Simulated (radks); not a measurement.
The selenium ion Se+, configuration [Ar] 3d10 4s2 4p3. All-electron calculation, Dirac Kohn-Sham, PBE, spin-unpolarised, spherical densities, point nucleus; open shells are shared between the two j in proportion to 2j + 1; speed of light set to 411.108 atomic units (3 times the physical value, a model run). Program: a radial shooting solver on a logarithmic mesh with Libxc functionals.

Unscreened Slater integrals over Kohn-Sham orbitals (hartree). Large and small components are both included.

integral,value
"F0(4p3/2,4p3/2)",0.42480
"F2(4p3/2,4p3/2)",0.22166
"F0(4p3/2,4p1/2)",0.42520
"G2(4p3/2,4p1/2)",0.22187
"F0(4p3/2,4s1/2)",0.46085
"G1(4p3/2,4s1/2)",0.30463
"F0(4p3/2,3d5/2)",0.55553
"F2(4p3/2,3d5/2)",0.10942
"G1(4p3/2,3d5/2)",0.037053
"G3(4p3/2,3d5/2)",0.033520
"F0(4p1/2,4p1/2)",0.42561
"F0(4p1/2,4s1/2)",0.46138
"G1(4p1/2,4s1/2)",0.30531
"F0(4p1/2,3d5/2)",0.55651
"G3(4p1/2,3d5/2)",0.033681
"F0(4s1/2,4s1/2)",0.50905
"F0(4s1/2,3d5/2)",0.65113
"G2(4s1/2,3d5/2)",0.055015
"F0(3d5/2,3d5/2)",1.4660
"F2(3d5/2,3d5/2)",0.69641
"F4(3d5/2,3d5/2)",0.43698
